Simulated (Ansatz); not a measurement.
System: C3H2F5, net charge 0, doublet state. It need not be the lowest isomer of its formula. 
Geometry from a B3LYP-D3(BJ)/def2-TZVP (Ansatz, a quantum-chemistry and plane-wave program) optimisation:
SMILES: F[C](F)CC(F)(F)F
```xyz
10

F      2.3657    -0.7087     0.8995
C      1.3442     0.0266     0.4557
F      1.7975     1.0753    -0.2283
C      0.2580    -0.7622    -0.2031
C     -1.0867    -0.0603    -0.1987
F     -2.0093    -0.8319    -0.8068
F     -1.5209     0.1799     1.0506
F     -1.0501     1.1143    -0.8494
H      0.1415    -1.7041     0.3303
H      0.5207    -0.9801    -1.2445
```
Charge 0, spin multiplicity 2.

Total electronic energies in hartree. Valence correlation only, unless marked. UHF or UKS for open shells. Spin-orbit coupling is left out. No relativistic terms. CBS(X,Y): correlation extrapolated as X^-3; Hartree-Fock from the larger set. [CCSD(T)-MP2]/basis is that difference in the basis named.

```tsv
level	program	energy (Eh)
HF/STO-3G	Ansatz	-603.54908
HF/6-31G*	Ansatz	-611.92787
HF/cc-pwCVTZ	Ansatz	-612.16726
HF/cc-pVQZ	Ansatz	-612.21309
BLYP-D4/def2-TZVPD	Ansatz + dftd4	-614.89730
revPBE-D3(BJ)/def2-TZVPD	Ansatz + dftd3	-614.77577
revPBE/def2-TZVPD	Ansatz	-614.75872
r2SCAN-D3(BJ)/def2-TZVPD	Ansatz + dftd3	-614.70351
PBE0-D4/def2-TZVPD	Ansatz + dftd4	-614.36336
PBE0/def2-TZVP	Ansatz	-614.35446
BHLYP/def2-TZVPD	Ansatz	-614.71049
HSE06-D3(BJ)/def2-TZVPD	Ansatz + dftd3	-614.33580
HSE06-D4/def2-TZVPD	Ansatz + dftd4	-614.33720
LC-wPBE-D3(BJ)/def2-TZVPD	Ansatz + dftd3	-614.62921
LC-wPBE-D4/def2-TZVPD	Ansatz + dftd4	-614.63105
B2GP-PLYP/def2-TZVPD	Ansatz	-614.50076
B2PLYP-D3(BJ)/def2-TZVPD	Ansatz + dftd3	-614.60539
PBE-QIDH/def2-TZVPD	Ansatz	-614.27832
MP2/cc-pwCVTZ	Ansatz	-613.90935
RI-MP2/CBS(cc-pVTZ,cc-pVQZ)	Ansatz	-614.1687
CCSD/cc-pwCVTZ	Ansatz	-613.92034
CCSD(T)/cc-pwCVTZ	Ansatz	-613.98096
RI-MP2/CBS(cc-pVTZ,cc-pVQZ)+[CCSD(T)-MP2]/cc-pVTZ	Ansatz	-614.2424
```

Totals of different functionals don't rank their quality; only differences between species are comparable.
